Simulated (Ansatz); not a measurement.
Relaxed structures of GaH$_{2}$SO (charge -1), singlet (PBE0-D4/def2-TZVPD; forces vanish, vibrations not checked; lower isomers may exist, and structures with a doubtful reference or unclear bonds are left out; Å). Ansatz 0.2.0; basis: def2-TZVPPD; cores frozen in the correlated methods. Filled d shells of the heavier atoms are correlated. The def2 sets are not built for correlating such inner shells, so the correlated values are less sure here.

(1) Rank them by CCSD(T) energy, lowest first, and give each one's height above the lowest. Links in brackets join atoms within 1.22 times the sum of their covalent radii (1.1 for two metals). (An estimate is asked for; the value comes from the calculation.)
A.
GaH₂SO ([OH][S][GaH]), total charge -1
```
5
angstrom
O -2.2815 0.5446 -0.6020
Ga 0.7303 0.2888 0.2676
S -1.1718 1.5732 0.2126
H -1.7632 -0.2536 -0.7838
H 1.4764 1.5616 1.0708
```
B.
GaH₂SO ([OH][Ga][SH]), total charge -1
```
5
angstrom
O -1.0260 0.4990 -0.3808
Ga 0.7376 0.1398 0.1950
S 0.4683 -2.3247 0.1664
H -1.5229 -0.3121 -0.5168
H 1.7267 -2.5555 0.5706
```
C.
GaH₂SO ([O][GaH][SH]), total charge -1
```
5
angstrom
O 1.0135 -1.7043 0.3693
Ga 0.6426 -0.0502 0.2377
S -1.4209 0.6879 -0.5238
H -1.8830 -0.5607 -0.6992
H 1.4426 1.2942 0.5387
```
D.
GaH₂SO ([OH][GaH][S]), total charge -1
```
5
angstrom
O -1.1534 0.6243 -0.4246
Ga 0.5047 0.0842 0.1873
S 1.0000 -1.9582 0.3634
H -1.6482 -0.1785 -0.6111
H 1.2970 1.4283 0.4850
```

T1 diagnostic: at most 0.021.

## Answers

(1) The calculation gives: D (0.00 kcal/mol), B (9.64 kcal/mol), C (30.61 kcal/mol), A (65.86 kcal/mol). Heights count from the lowest.

For scale, one of the runs: CCSD(T)/def2-TZVPPD, 179 basis functions, launched by `ansatz run in.yaml --threads 2 --pin off --events-out ev --progress --plain --max-ram 4352MiB`. The run took 20 s on 2 CPU threads of an Intel Xeon 6975P-C (shared host), with 1.8 GiB of host memory at its peak.
